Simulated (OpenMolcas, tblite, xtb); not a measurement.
## CH4FSn (SMILES [CH3][SnH][F]): methods side by side

The species is CH4FSn (7 atoms), meant as a doublet with charge 0. As SMILES, `[CH3][SnH][F]`. Geometry: a GFN2-xTB relaxation, a rough one for these elements and not checked as a minimum.

Each level gives the dipole moment (D). The values are calculated.

```tsv
level	kind	program	value (D)
GFN1-xTB	semi-empirical	tblite	5.20
GFN2-xTB	semi-empirical	xtb	5.12
GFN0-xTB	semi-empirical	xtb	5.46
IPEA1-xTB	semi-empirical	tblite	5.17
UHF/STO-3G	Hartree–Fock	OpenMolcas	2.42
UHF/3-21G	Hartree–Fock	OpenMolcas	3.78
UHF/def2-SVP (core potential)	Hartree–Fock	OpenMolcas	4.11
UHF/def2-TZVP (core potential)	Hartree–Fock	OpenMolcas	4.11
UTPSSh/STO-3G	hybrid meta-GGA	OpenMolcas	0.99
UPBE0/def2-SVP (core potential)	global hybrid	OpenMolcas	3.41
```

All-electron rows without a relativistic Hamiltonian named are non-relativistic, while core potentials hold scalar relativity, so basis and relativity change together. The values span 0.99 to 5.46 D. Magnitudes only: a small dipole may point the other way at some levels. Sets without polarisation functions give poor dipoles. Without the sets that lack polarisation functions the rows with a basis span only 3.41 to 4.11 D.
